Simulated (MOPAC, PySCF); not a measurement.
HF₃Sn, SMILES `[F][SnH]([F])[F]`, neutral singlet in the gas phase. 

Z-matrix (Å, degrees):
```
Sn
F 1 1.8911
F 1 1.8911 2 105.00
F 1 1.8911 2 105.01 3 -110.45
H 1 1.6818 2 113.64 3 124.78
```
Charge 0, spin multiplicity 1.

All levels are single points at this geometry (PBE0-D3(BJ)/def2-TZVP); Pople sets use spherical d functions. Orbital energies aren't observables, and empty levels follow the basis.

ωB97X-D3(BJ)/def2-TZVP in PySCF gives dipole (D) = 3.32.

Problem. Estimate the dipole (D) from each of these levels: B3LYP/6-311+G** (LANL2DZ on Sn) in PySCF; B3LYP/6-31G* (LANL2DZ on Sn) in PySCF; B3LYP/LANL2DZ in PySCF; BP86/6-31G* (LANL2DZ on Sn) in PySCF; AM1 in MOPAC; PM3 in MOPAC; PM6 in MOPAC; PM7 in MOPAC.

Solution. 
| level | dipole (D) |
|---|---|
| B3LYP/6-311+G** (LANL2DZ on Sn) in PySCF | 3.87 |
| B3LYP/6-31G* (LANL2DZ on Sn) in PySCF | 3.12 |
| B3LYP/LANL2DZ in PySCF | 3.93 |
| BP86/6-31G* (LANL2DZ on Sn) in PySCF | 2.92 |
| AM1 in MOPAC | 3.34 |
| PM3 in MOPAC | 2.65 |
| PM6 in MOPAC | 4.17 |
| PM7 in MOPAC | 4.44 |
